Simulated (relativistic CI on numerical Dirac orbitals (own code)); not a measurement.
**Transition arrays of Rh XXIV**

Calculated at this level of theory: Dirac-Coulomb-Breit CI, KLI orbitals optimised for each configuration, a model potential for QED, valence Slater integrals scaled by 0.9, whole transition arrays (own radial code, finite nucleus).

Configurations in the expansion (outside the closed core [Ne] 3s2): 3p6.3d4, 3p6.3d3.4f, 3p5.3d5, 3p6.3d3.4p, 3p6.3d3.5f. Levels of other configurations are missing.

All E1 lines from the levels of 3p6.3d4; mean and standard deviation are weighted by gf, and upper levels are sorted by their leading configuration.

```tsv
Upper configuration	Lines	Σgf	Mean (eV)	Mean (nm)	σ (eV)	Strongest line (nm)
3p6.3d3.4f	2825	645.1	621.15	1.996	6.16	1.980
3p5.3d5	3245	235.0	192.90	6.427	16.23	5.871
3p6.3d3.4p	1718	32.8	494.88	2.505	5.92	2.499
3p6.3d3.5f	2825	197.0	803.09	1.544	6.67	1.537
```

Σgf per state of the lower configuration in bins of 0.2 nm over the central range (centre: value): 1.5: 0.94, 1.9: 2.06, 2.1: 1.01, 2.5: 0.15, 5.7: 0.04, 5.9: 0.22, 6.1: 0.22, 6.3: 0.16, 6.5: 0.10, 6.7: 0.09, 6.9: 0.06, 7.1: 0.07, 7.3: 0.07.

Task: How do configuration mixing and the scaling of the Slater integrals move the arrays?

Result: Slater scale 0.9, no configuration mixing: 3p6.3d3.4f 621.1 ± 6.2 eV (Σgf 632.6), 3p5.3d5 193.2 ± 16.2 eV (Σgf 248.0), 3p6.3d3.4p 495.0 ± 5.8 eV (Σgf 32.7), 3p6.3d3.5f 802.9 ± 6.6 eV (Σgf 160.2); Slater scale 1: 3p6.3d3.4f 622.0 ± 6.7 eV (Σgf 649.4), 3p5.3d5 195.2 ± 17.2 eV (Σgf 236.2), 3p6.3d3.4p 494.9 ± 6.5 eV (Σgf 32.8), 3p6.3d3.5f 803.4 ± 7.3 eV (Σgf 198.6); Slater scale 0.8: 3p6.3d3.4f 620.3 ± 5.6 eV (Σgf 640.8), 3p5.3d5 190.6 ± 15.3 eV (Σgf 233.8), 3p6.3d3.4p 494.8 ± 5.4 eV (Σgf 32.8), 3p6.3d3.5f 802.8 ± 6.1 eV (Σgf 195.4). With mixing, levels are counted to their leading configuration, so an array can shrink or vanish into another, and the sums then hold other lines.
